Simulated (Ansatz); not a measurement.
Calculated with Ansatz (gas phase, PBE0-D4/def2-TZVP geometries, no zero-point term in ΔE). CCSD(T)/CBS adds triple-zeta CCSD(T) − MP2 to the extrapolated MP2 energy (def2 sets, frozen cores). Functionals use def2-TZVPP. def2 core potentials past Kr. For Ge, Te outer-core shells are correlated without core-valence functions, which leaves a few kJ/mol of doubt a bond. Scalar relativity is left out up to krypton. Each species was taken in one conformer, which may not be the lowest.

`[CH3][GeH2][TeH]` + `C=CC(=O)O` → `C=CC(=O)OC` + `[GeH3][TeH]`  (substitution at a C–Ge bond)

```tsv
level	ΔE (kJ/mol)	difference from CCSD(T)/CBS
PBE0-D4	74.8	-3.5
r2SCANh-D4	73.5	-4.8
CAM-B3LYP-D4	66.9	-11.4
PBE	71.8	-6.5
CAM-B3LYP	65.7	-12.6
RPA@PBE/def2-TZVPP	68.4	-9.9
SCS-MP2/def2-TZVPP	76.5	-1.8
CCSD(T)/def2-TZVPP	75.3	-3.0
HF/def2-QZVPP	62.8	-15.5
MP2/def2-QZVPP	84.7	6.4
CCSD(T)/CBS	78.3	0
```

Largest T1 diagnostic among the species: 0.015.

In def2-TZVPP, CCSD(T) changes the Hartree–Fock value by +11.4 kJ/mol (the triples alone add +0.2 kJ/mol) and MP2 by +19.4 kJ/mol. At CCSD(T), def2-SVP lies −20.4 kJ/mol from the extrapolated value and def2-TZVPP −3.0 kJ/mol.
